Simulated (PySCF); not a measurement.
In(F)(Br)(OH) (BrFHInO), SMILES [OH][In]([Br])[F]. Geometry optimised at PBE-D3(BJ)/def2-SVP. The structure was generated by enumeration; whether it is a known compound was not checked. The def2 effective core potentials stand for the cores of In; spin–orbit coupling is left out. The values are those of a single conformer.

The numbers are results of PBE-D3(BJ)/def2-SVP run with PySCF, not measurements.

Harmonic wavenumbers (cm⁻¹): 84, 111, 113, 252, 281, 574, 596, 861, 3679. Rotational constants (GHz): 4.878, 1.208, 0.9681; symmetry number 1.

Problem. Work out the zero-point energy and the ideal-gas rigid-rotor harmonic-oscillator thermochemistry at 298.15 K and 1 atm.

Solution. ZPE = ½ Σ hcν = ½ × 6552 cm⁻¹ = 9.37 kcal/mol. H − E(el) = 13.94 kcal/mol. Entropy in cal/(mol K): translation 42.21, rotation 28.42, vibration 14.62, total 85.25. G − E(el) = -11.47 kcal/mol. Cp = 19.94 cal/(mol K). Modes under 150 cm⁻¹ make the vibrational entropy uncertain.
